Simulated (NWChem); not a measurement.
System: C3H4S; SMILES C#CCS

```xyz
8

C      0.4742     2.3194     0.0000
C     -0.1364     1.2783     0.0000
C     -0.8557     0.0141     0.0000
S      0.3543    -1.4007     0.0000
H      1.0068     3.2428     0.0000
H     -1.4921    -0.0644    -0.8875
H     -1.4921    -0.0644     0.8875
H     -0.5839    -2.3743     0.0000
```
Atoms are numbered in this order, from 1.

Results from NWChem. Geometry: optimised at B3LYP/6-31G* (spherical d).

What does the run give for TPSS/cc-pVDZ? Quantities: highest occupied level (eV); orbital gap (eV); dipole (D).


* **highest occupied level (eV)**: -5.70
* **orbital gap (eV)**: 5.18
* **dipole (D)**: 1.53
